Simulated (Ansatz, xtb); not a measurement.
**Relative energy of two structures of ClFH4InNSi**

Structure X: a singlet given by its coordinates. Structure Y: `N[SiH2][In]([F])[Cl]`, a singlet. Both are gas-phase species (loosely bound parts included), relaxed with B3LYP-D3(BJ)/def2-SVP; the shapes shown needn't be the lowest conformers.

X (Å):

```xyz
9

Cl    0.3042    0.3815    1.2347
F     2.9481   -1.0938    1.2181
In    1.3669   -0.0533   -2.2077
N    -1.1624   -0.5733   -1.6030
Si    1.5319   -1.2158    0.3902
H    -1.2182   -0.1928   -0.6516
H    -1.8567   -0.0931   -2.1774
H     0.8596   -2.4202    1.0094
H    -1.4393   -1.5555   -1.5481
```

Close contacts (Å): Cl1–Si5 2.18, F2–Si5 1.65, In3–N4 2.65, In3–Si5 2.85, N4–H6 1.03, N4–H7 1.02, N4–H9 1.02, Si5–H8 1.51.

Y (Å):

```xyz
9

Cl   -0.5368   -2.1236   -3.8431
F    -1.1219    0.8195   -1.9985
In   -0.2905   -0.9641   -1.7824
N     0.7423   -0.4573    1.7137
Si    0.8137   -1.6645    0.4802
H    -0.1488   -0.2374    2.1506
H     1.3100    0.3817    1.6290
H     0.0871   -2.8803    0.9349
H     2.2357   -1.9697    0.1678
```

Problem. Estimate E(Y) − E(X) at the level CCSD(T)/def2-SVP + ΔMP2/def2-TZVPP.

Solution. Calculated at CCSD(T)/def2-SVP + ΔMP2/def2-TZVPP: E(Y) − E(X) = +16.1 kcal/mol, so structure X lies lower.

The same difference at several levels:

```csv
level,geometry,E(Y) − E(X) (kcal/mol),departure from the last row (kcal/mol),"job, with rough time for the two"
B3LYP-D3(BJ)/def2-SVP,B3LYP-D3(BJ)/def2-SVP,+18.5,+2.4,"optimisation, 3.8 min"
HF/def2-SVP,B3LYP-D3(BJ)/def2-SVP,+8.1,−7.9,part of the CCSD(T) run
MP2/def2-SVP,B3LYP-D3(BJ)/def2-SVP,+7.6,−8.5,part of the CCSD(T) run
CCSD(T)/def2-SVP,B3LYP-D3(BJ)/def2-SVP,+11.4,−4.7,single point
CCSD(T)/def2-SVP + ΔMP2/def2-TZVPP,B3LYP-D3(BJ)/def2-SVP,+16.1,,"single point, 65 s"
```

The levels shown agree on the order. The largest departure from CCSD(T)/def2-SVP + ΔMP2/def2-TZVPP is that of MP2/def2-SVP, 8.5 kcal/mol. Levels run at GFN2-xTB geometries aren't shown. The last row adds to CCSD(T) the change of the MP2 difference between the two basis sets, here +4.7 kcal/mol, a large step that makes the value less sure.

With harmonic frequencies from B3LYP-D3(BJ)/def2-SVP (ideal gas, rigid rotor, one conformer each, 600 K, 1 atm): on the last row, ΔE + ΔZPE = +13.6 kcal/mol. A mode under 50 cm⁻¹ makes harmonic enthalpies and free energies unreliable, so none is given.

The correlated steps freeze 16 core orbitals; the filled d shell of In is correlated, in a basis made for valence electrons. Atoms past krypton carry core potentials in the def2 sets and no spin–orbit term is included. Run with Ansatz 0.2.0; the last row on 2 threads of Intel(R) Xeon(R) Platinum 8375C CPU @ 2.90GHz (Ice Lake) on a shared host.
